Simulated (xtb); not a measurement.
C₆H₆, triplet, at a GFN2-xTB geometry (a higher spin typed on purpose: for a closed-shell molecule this is an excited state); xtb with GFN0-xTB.

xtb was given this input:
```
$ xtb mol.xyz --gfn 0 --uhf 2 --ohess --json

# file mol.xyz
12

C     -0.84506378     1.12846096     0.22175988
C     -1.39443514    -0.06865515    -0.09830087
C     -0.57097837    -1.20700359    -0.30573960
C      0.82993445    -1.12351932    -0.08797213
C      1.40682046     0.06054851     0.23221639
C      0.60278941     1.27193957     0.08684995
H     -1.44888616     1.98096673     0.49236662
H     -2.46819299    -0.19836118    -0.08793953
H     -1.03058254    -2.17716369    -0.40813274
H      1.40885967    -2.03697827    -0.06993663
H      2.44694749     0.13344312     0.51045673
H      0.91745239     1.92746746    -0.72969618
```

It wrote (shortened):

```
   ID    Z sym.   atoms
    1    6 C      1-6
    2    1 H      7-12

           -------------------------------------------------
          |                Calculation Setup                |
           -------------------------------------------------

           -------------------------------------------------
          |                 G F N 0 - x T B                 |
           -------------------------------------------------

          ...................................................
          :                      SETUP                      :
          :.................................................:
          :  # basis functions                  36          :
          :  # atomic orbitals                  36          :
          :  # shells                           24          :
          :  # electrons                        30          :
          :  electronic temp.          300.0000000     K    :
          :  accuracy                    1.0000000          :
          :  -> integral cutoff          0.2500000E+02      :
          :  -> integral neglect         0.1000000E-07      :
          ...................................................

         :::::::::::::::::::::::::::::::::::::::::::::::::::::
         ::                     SUMMARY                     ::
         :::::::::::::::::::::::::::::::::::::::::::::::::::::
         :: total energy             -15.818258234371 Eh    ::
         :: gradient norm              0.017814420340 Eh/a0 ::
         :: HOMO-LUMO gap              1.519110814489 eV    ::
         ::.................................................::
         :: H0 energy                -16.094869478298 Eh    ::
         :: repulsion energy           0.293615601440 Eh    ::
         :: electrostat energy        -0.013305524875 Eh    ::
         :: -> Gsolv                   0.000000000000 Eh    ::
         ::    -> Gsasa                0.000000000000 Eh    ::
         ::    -> Gshift               0.000000000000 Eh    ::
         :: dispersion energy         -0.003698832638 Eh    ::
         :: short-range corr.          0.000000000000 Eh    ::
         :: add. restraining           0.000000000000 Eh    ::
         :: total charge               0.000000000000 e     ::
         :::::::::::::::::::::::::::::::::::::::::::::::::::::

      -----------------------------------------------------------
     |                   =====================                   |
     |                        A N C O P T                        |
     |                   =====================                   |
     |               Approximate Normal Coordinate               |
     |                Rational Function Optimizer                |
      -----------------------------------------------------------
      -----------------------------------------------------------
     |                   =====================                   |
     |                        A N C O P T                        |
     |                   =====================                   |
     |               Approximate Normal Coordinate               |
     |                Rational Function Optimizer                |
      -----------------------------------------------------------

          ...................................................
          :                      SETUP                      :
          :.................................................:
          :   optimization level            normal          :
          :   max. optcycles                   200          :
          :   ANC micro-cycles                  20          :
          :   degrees of freedom                30          :
          :.................................................:
          :   RF solver                   davidson          :
          :   write xtbopt.log                true          :
          :   linear?                        false          :
          :   energy convergence         0.5000000E-05 Eh   :
[...]
 * total energy  :   -15.8182582 Eh     change        0.0000000E+00 Eh
 * total energy  :   -15.8186052 Eh     change       -0.3469647E-03 Eh
 * total energy  :   -15.8186946 Eh     change       -0.8936252E-04 Eh
 * total energy  :   -15.8187036 Eh     change       -0.9000689E-05 Eh
 * total energy  :   -15.8187113 Eh     change       -0.7715364E-05 Eh
 * total energy  :   -15.8187134 Eh     change       -0.2086223E-05 Eh
   *** GEOMETRY OPTIMIZATION CONVERGED AFTER 6 ITERATIONS ***
         :: total energy             -15.818713363867 Eh    ::
[...]
  33:  0.09  34:  0.30  35:  0.02  36:  0.23
 Raman intensities (Ä⁴*amu⁻¹)
   1:  0.00   2:  0.00   3:  0.00   4:  0.00   5:  0.00   6:  0.00   7:  0.00   8:  0.00
   9:  0.00  10:  0.00  11:  0.00  12:  0.00  13:  0.00  14:  0.00  15:  0.00  16:  0.00
  17:  0.00  18:  0.00  19:  0.00  20:  0.00  21:  0.00  22:  0.00  23:  0.00  24:  0.00
  25:  0.00  26:  0.00  27:  0.00  28:  0.00  29:  0.00  30:  0.00  31:  0.00  32:  0.00
  33:  0.00  34:  0.00  35:  0.00  36:  0.00
 output can be read by thermo (or use thermo option).
 writing <g98.out> molden fake output.
 recommended (thermochemical) frequency scaling factor: 1.0
           -------------------------------------------------
          |             Thermodynamic Functions             |
           -------------------------------------------------

cs  symmetry found (for desy threshold:  0.10E+00) used in thermo

          ...................................................
          :                      SETUP                      :
          :.................................................:
          :  # frequencies                          30      :
          :  # imaginary freq.                       0      :
          :  linear?                             false      :
          :  only rotor calc.                    false      :
          :  symmetry                               cs      :
          :  rotational number                       1      :
          :  scaling factor                  1.0000000      :
          :  rotor cutoff                   50.0000000 cm⁻¹ :
          :  imag. cutoff                  -20.0000000 cm⁻¹ :
          :.................................................:

    mode    ω/cm⁻¹     T·S(HO)/kcal·mol⁻¹    T·S(FR)/kcal·mol⁻¹   T·S(vib)
   ------------------------------------------------------------------------
       1    194.17    -0.65225 ( 99.56%)    -0.65442 (  0.44%)    -0.65226
   ------------------------------------------------------------------------

   temp. (K)  partition function   enthalpy   heat capacity  entropy
                                   cal/mol     cal/K/mol   cal/K/mol   J/K/mol
 298.15  VIB   4.05                 1745.942     16.109      8.636
         ROT  0.921E+05              888.752      2.981     25.697
         INT  0.373E+06             2634.694     19.090     34.334
         TR   0.668E+27             1481.254      4.968     38.964
         TOT                        4115.9484    24.0581    73.2975   306.6769

       T/K    H(0)-H(T)+PV         H(T)/Eh          T*S/Eh         G(T)/Eh
   ------------------------------------------------------------------------
    298.15    0.655918E-02    0.965626E-01    0.348260E-01    0.617366E-01
   ------------------------------------------------------------------------

         :::::::::::::::::::::::::::::::::::::::::::::::::::::
         ::                  THERMODYNAMIC                  ::
         :::::::::::::::::::::::::::::::::::::::::::::::::::::
         :: total free energy         -15.756976772660 Eh   ::
         ::.................................................::
         :: total energy              -15.818713363867 Eh   ::
         :: zero point energy           0.090003430975 Eh   ::
         :: G(RRHO) w/o ZPVE           -0.028266839768 Eh   ::
         :: G(RRHO) contrib.            0.061736591207 Eh   ::
         :::::::::::::::::::::::::::::::::::::::::::::::::::::

optimized geometry written to: xtbopt.xyz

           -------------------------------------------------
          | TOTAL ENERGY              -15.818713363867 Eh   |
          | TOTAL ENTHALPY            -15.722150751602 Eh   |
          | TOTAL FREE ENERGY         -15.756976772660 Eh   |
          | GRADIENT NORM               0.000460983005 Eh/α |
          | HOMO-LUMO GAP               1.708976824902 eV   |
           -------------------------------------------------

normal termination of xtb
```
